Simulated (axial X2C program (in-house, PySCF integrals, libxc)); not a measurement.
Potential curves of CsI, with spin–orbit coupling

Computed with an in-house all-electron X2C program for linear molecules (integrals from PySCF). Two-component (2c) means X2C with spin–orbit coupling and atomic mean-field two-electron Coulomb and Gaunt terms. Basis: Cs dyall-v2z [12s13p7d], I dyall-v2z [9s9p7d] (cores contracted in-house); Gaussian nuclei, density fitting, unrestricted open shells. Masses: Cs 132.905 u, I 126.904 u.

State: Ω = 0 (closed shell). Energies in eV from the fragments at the same level (Cs + I). Fits are polynomials in 1 − R0/R over 0.85 to 1.23 times the lowest point R0.

| R (Å) | HF | PBE0 | PBEsol | M06 |
| --- | --- | --- | --- | --- |
| 2.8988 | -1.6419 | -2.7888 | -2.9767 | -2.6919 |
| 3.0321 | -2.0476 | -3.0824 | -3.2349 | -3.0028 |
| 3.1321 | -2.2383 | -3.2037 | -3.3342 | -3.1342 |
| 3.2320 | -2.3567 | -3.2640 | -3.3760 | -3.2033 |
| 3.3320 | -2.4202 | -3.2781 | -3.3745 | -3.2240 |
| 3.4486 | -2.4426 | -3.2531 | -3.3346 | -3.2051 |
| 3.5652 | -2.4243 | -3.1956 | -3.2651 | -3.1520 |
| 3.7152 | -2.3601 | -3.0919 | -3.1496 | -3.0515 |
| 3.8984 | -2.2432 | -2.9388 | -2.9865 | -2.9005 |
| 4.1650 | -2.0365 | -2.6964 | -2.7363 | -2.6584 |

The state is a single determinant with fixed occupations, the lowest that a limited PBE0 search found. The closed shell is kept restricted, so the energy runs too high when the bond is stretched far. Dissociation energies refer to the lowest single-determinant-based atoms at the same level and basis. The functionals have no current-density term, which raises determinants with orbital currents, atoms included.

**Question.** Fit the HF curve near its minimum: give the equilibrium distance, the harmonic wavenumber and the well depth.

**Answer.** At HF, 2c: Re = 3.448 Å, ωe ≈ 111 cm⁻¹, De = 2.44 eV to Cs + I; Be follows as 0.0218 cm⁻¹.

**Question.** Fit the PBE0 curve near its minimum: give the equilibrium distance, the harmonic wavenumber and the well depth.

**Answer.** At PBE0, 2c: Re = 3.320 Å, ωe ≈ 121 cm⁻¹, De = 3.28 eV to Cs + I; Be follows as 0.0236 cm⁻¹.

**Question.** Fit the PBEsol curve near its minimum: give the equilibrium distance, the harmonic wavenumber and the well depth.

**Answer.** At PBEsol, 2c: Re = 3.278 Å, ωe ≈ 124 cm⁻¹, De = 3.38 eV to Cs + I; Be follows as 0.0242 cm⁻¹.

**Question.** Fit the M06 curve near its minimum: give the equilibrium distance, the harmonic wavenumber and the well depth.

**Answer.** At M06, 2c: Re = 3.337 Å, ωe ≈ 121 cm⁻¹, De = 3.22 eV to Cs + I; Be follows as 0.0233 cm⁻¹.
